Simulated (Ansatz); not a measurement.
System: CH$_{2}$F$_{3}$Si, charge 0, multiplicity 2. It need not be the lowest isomer of its formula. 
Structure (B3LYP-D3(BJ)/def2-TZVP (Ansatz, a program for electronic structure) minimum search):
```xyz
7

Si    -0.0021     0.0000     0.0001
F      0.4454     1.4115    -0.5583
F      0.4528    -1.1084    -1.0337
F      0.8260    -0.2464     1.3276
C     -1.7938    -0.0585     0.2733
H     -2.3620     0.8159     0.5648
H     -2.3629    -0.9744     0.1741
```
Charge 0, spin multiplicity 2.

Total electronic energies in hartree. Correlated levels leave the core frozen unless marked. UHF or UKS for open shells. Spin-orbit coupling is left out. Non-relativistic. Basis-set limits of correlation are two-point, X^-3; Hartree-Fock from the larger set (for Q and 5 zeta extrapolated as (X+1)exp(-9√X)).

```csv
level,program,energy (Eh)
r2SCAN-D3(BJ)/def2-TZVPD,Ansatz + dftd3,(withheld)
PBE0/def2-TZVPD,Ansatz,(withheld)
HSE06-D3(BJ)/def2-TZVPD,Ansatz + dftd3,-628.18158
HSE06/def2-TZVPD,Ansatz,-628.17887
SCS-MP2/STO-3G,Ansatz,-618.43016
CCSD/cc-pV(5+d)Z,Ansatz,-627.80033
CCSD(T)/STO-3G,Ansatz,-618.45803
CCSD(T)/6-31G*,Ansatz,-627.17661
"CCSD(T)/CBS(cc-pV(Q+d)Z,cc-pV(5+d)Z)",Ansatz,-627.8735
```

Question: Fill in the missing entries.

Answer: 
- r2SCAN-D3(BJ)/def2-TZVPD, energy (Eh): -628.49296
- PBE0/def2-TZVPD, energy (Eh): -628.19959
